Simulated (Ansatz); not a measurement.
`FB[SeH]` and `CBF` differ in one atom or group.

Ansatz, PBE0-D4/def2-TZVP geometries, multiplicity 1. Each molecule was computed in one conformer, which needn't be the lowest.

Scalar relativity is left out up to krypton.

```csv
property,`FB[SeH]`
HOMO–LUMO gap (PBE0/def2-TZVPP) / eV,6.95
LUMO energy (ωB97M-V/def2-TZVPP) / eV,1.14
LUMO energy (B3LYP/def2-TZVPP) / eV,-1.06
LUMO energy (PBE/def2-TZVPP) / eV,-1.78
HOMO–LUMO gap (B3LYP/def2-TZVPP) / eV,6.49
HOMO energy (PBE/def2-TZVPP) / eV,-6.67
```

Q: What does the change do to each property? (Estimate.)

A: Computed: 
```
                             property  `CBF`  shift
 HOMO–LUMO gap (PBE0/def2-TZVPP) / eV   8.52   1.57
LUMO energy (ωB97M-V/def2-TZVPP) / eV   1.51   0.37
  LUMO energy (B3LYP/def2-TZVPP) / eV  -0.72   0.34
    LUMO energy (PBE/def2-TZVPP) / eV  -1.49   0.29
HOMO–LUMO gap (B3LYP/def2-TZVPP) / eV   8.06   1.57
    HOMO energy (PBE/def2-TZVPP) / eV  -7.41  -0.74
```

With PBE0 the HOMO falls by 1.17 eV and the LUMO rises by 0.39 eV, so the gap widens by about 1.56 eV. PBE moves the HOMO by -0.74 eV and ωB97M-V by -1.40 eV. The zero-point energy changes by 72.1 kJ/mol with +6 modes.

B3LYP here is the variant with VWN-RPA as its local correlation; programs differ in this.

Spin–orbit coupling is left out; it splits and shifts lone-pair levels of the heavy atoms by tenths of an eV.
